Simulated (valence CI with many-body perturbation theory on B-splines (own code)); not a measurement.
The numbers below are computed, except where a source is named.
**Ge X: what the settings do**

Method: relativistic CI+MBPT: five valence electrons over a frozen Dirac-Fock core [Ar], radial functions for each j: 6 s, 6 p, 5 d, 5 f, 1 g, with the one-electron correlation potential Σ1, the two-electron term Σ2, the three-electron term Σ3, Breit, model QED; selected CI, second order for the rest, scaled by the run's own slope (own B-spline code, finite nucleus).

No measured spectrum was set against this ion. As an estimate, terms of the open shell hold to 2 to 4 % of their energy, and close levels can change places. Among the levels kept, up to 350 cm⁻¹ of a level comes from second order outside the variational space, and about a tenth of that is noise between levels of different J, which matters for small intervals. Only levels of the ground parity were solved; by the run's estimate the other parity begins above the list, which can be wrong where configurations are misplaced.

The reference run has the lowest level 3d5 6S_5/2 and an ionisation energy of 250.802 eV. Its largest variational space holds 9961 state functions.

Changed runs:
A. highest l with Σ1, explicit Σ2 and valence Breit (higher l get mean screening factors) 3 → 2; factor on the speed of light 1 → 10; QED terms on → off
B. box radius (bohr) 11.461 → 7.92; hole-hole ladder in Σ2 on → off
C. correlating orbitals by l 3 3 3 3 1 → 4 4 0 0 0; core polarisation of operators on → off
D. cutoff of virtual states (hartree) 2048 → 10.89 (bad on purpose)

Excitation energies of the reference run in cm⁻¹, and shifts in cm⁻¹:

```csv
Level,Reference,A,B,C,D
3d5 4G_5/2,58361,+1380,-455,+2425,+837
3d5 4G_11/2,58405,+1301,-565,+2415,+831
3d5 4G_7/2,58653,+1087,-523,+2394,+836
3d5 4G_9/2,58753,+988,-568,+2372,+834
3d5 4P_5/2,64252,+3166,+4624,+3659,+110
3d5 4P_3/2,65181,+2217,+4664,+3654,+71
3d5 4P_1/2,66191,+1204,+5125,+3758,-20
3d5 4D_7/2,70982,+981,+2167,+3313,+593
3d5 4D_1/2,72298,-361,+2856,+3384,+512
3d5 4D_5/2,72978,-1015,+3359,+3453,+420
3d5 4D_3/2,73039,-1101,+3336,+3421,+422
3d5 2I_11/2,84385,+2441,-2684,+3238,+1494
Ionisation energy (eV),250.802,+1.454,-0.311,+0.345,-0.770
```
